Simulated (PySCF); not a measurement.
Electron correlation in Bi²⁺ (bismuth, charge +2)

[Xe] 4f14 5d10 6s2 6p1, 2P determinant. Computed with PySCF 2.14 in aug-cc-pVQZ-PP with ECP60MDF (7s7p5d3f2g, 92 functions), with scalar relativity through the core potential. Frozen: 5s2 5p6 5d10; 3 electrons correlated.

```json
{"level": "CCSD", "correlation energy (mhartree)": "-38.65"}
{"level": "(T)", "correlation energy (mhartree)": "-0.42"}
{"level": "CCSD(T)", "correlation energy (mhartree)": "-39.07"}
```

Diagnostics: T1 = 0.0062, D1 = 0.0140, largest double amplitude 0.072.

Spin-orbit coupling, absent here, splits the open shell strongly.

Cost of the coupled-cluster step: of the order of 12 core-seconds, for 3 correlated electrons.
